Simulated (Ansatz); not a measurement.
Stepwise reaction of `[SiH3][Sb]([SiH3])[Cl]` with hydrogen, as a gas-phase model of exchange steps in deposition or etching. ΔE in kJ/mol; ΔG adds harmonic PBE0-D4 terms to CCSD(T)/CBS, at 1 bar.

Computed with Ansatz on PBE0-D4/def2-TZVP structures; ΔE is electronic, products minus reactants. CCSD(T)/CBS is the MP2 limit (def2-TZVPP, def2-QZVPP) plus CCSD(T) − MP2 in def2-TZVPP, frozen cores. This one scheme is used for every species. DFT in def2-TZVPP. B3LYP here is the variant with VWN-RPA as its local correlation; programs differ in this. Elements past krypton have def2 core potentials. For Sb outer-core shells are correlated without core-valence functions, which leaves a few kJ/mol of doubt a bond.

| step | reaction | PBE-D4 | B3LYP-D4 | ωB97M-V | CCSD(T)/CBS | ΔG(600 K) |
| --- | --- | --- | --- | --- | --- | --- |
| 1 | `[SiH3][Sb]([SiH3])[Cl]` + H₂ → `[SiH3][SbH][Cl]` + SiH₄ | 29.5 | 19.1 | 16.2 | 23.3 | 22.7 |
| 2 | `[SiH3][SbH][Cl]` + H₂ → `[Cl][SbH2]` + SiH₄ | 22.7 | 12.6 | 9.1 | 16.4 | 15.6 |

**Question.** By hand: ΔE of the 2 steps together at CCSD(T)/CBS.

**Answer.** (23.3) + (16.4) = 39.7 kJ/mol, or 19.9 kJ/mol a step.

In ΔE each step is lower than the one before. All are uphill at CCSD(T)/CBS. ΔG lies between 15.6 and 22.7 kJ/mol a step. PBE-D4 differs from CCSD(T)/CBS by 6.2 to 6.3 kJ/mol a step. Isolated molecules leave out the surface, adducts and barriers. Largest T1 diagnostic: 0.013.
